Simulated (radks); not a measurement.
Values are calculated unless marked as measured or tabulated.
Task: Neutral zinc, [Ar] 3d10 4s2. Level of theory: non-relativistic Kohn-Sham, exchange-only B88, spin-polarised, spherical densities, point nucleus (a radial shooting solver on a logarithmic mesh with Libxc functionals). Every spin shell is full or empty, so the densities are truly spherical. Functionals are evaluated on that one density, not self-consistently. Rank these exchange functionals by their error against the exact value of the orbitals, and give that value: LDA, PBEsol, PW86, AM05, SOGGA, APBE, Tao-Mo, MVS.

Result: Exact: -69.3969 hartree. From best to worst, with 100 (|E| - |E exact|)/|E exact| (equal figures are ties): Tao-Mo -0.22, MVS +0.26, PW86 +0.57, APBE +0.89, PBEsol -2.31, SOGGA -2.33, AM05 -5.08, LDA -5.61.
